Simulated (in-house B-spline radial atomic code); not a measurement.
## Cr V (Cr4+): [Ar] 3d2

Computed with a radial B-spline atomic code at the basis-set limit: Dirac-Kohn-Sham BLYP, spherical fractional occupations, Fermi nucleus of rms radius 3.6452 fm.

Z_r = [3n² - l(l+1)]/(2<r>); Z_e = n√(-2ε); the last column is Slater's effective charge. Values are occupation-weighted means over j.

```tsv
shell	electrons	ε (eV)	<r> (bohr)	Z_r	Z_e	Slater
1s	2	-5943.3	0.06355	23.60	20.90	23.70
2s	2	-730.1	0.293	20.48	14.65	19.85
2p	6	-623.74	0.2598	19.24	13.54	19.85
3s	2	-132.51	0.8754	15.42	9.36	12.75
3p	6	-103.3	0.9172	13.63	8.27	12.75
3d	2	-57.962	1.024	10.25	6.19	5.65
```

The least bound orbital is 3d5/2 at -57.91 eV, and it is also the most diffuse (<r> = 1.025 bohr).

Spin-orbit splittings of the orbital energies (j = l + 1/2 above j = l - 1/2 when positive): 2p 8.649 eV, 3p 1.127 eV, 3d 0.1269 eV.

For the 1s electron the small component carries 0.742 % of the norm, the zero-frequency Breit interaction raises the level by 6.487 eV, self-energy by 3.136 eV, and vacuum polarisation lowers it by 0.2555 eV.
